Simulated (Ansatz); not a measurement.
C7H15, SMILES C([CH]C)CCCC, multiplicity 2.

Coordinates come from a B3LYP-D3(BJ)/def2-SVP optimisation. The isomer is the one that the SMILES or the coordinates give; other isomers of the formula were not compared. Other conformers were not sampled.

Two levels are set side by side: PBE/def2-SVPD (Ansatz, a program for electronic structure) and PBE0/def2-SVPD (Ansatz). Energy differences of separate SCF runs at the same geometry; the states with an electron removed or added have multiplicity 1 and 1. Differences are taken from unrounded values.

```json
[
 {"quantity": "vertical ionisation energy (eV)", "PBE": "7.24"}
]
```

Q: These are the PBE values. What does PBE0 give? (The exact figures need the calculation; the answer reports its results.)

A: 
```
quantity                         PBE0  PBE minus PBE0
-------------------------------  ----  --------------
vertical ionisation energy (eV)  7.47           -0.23
```
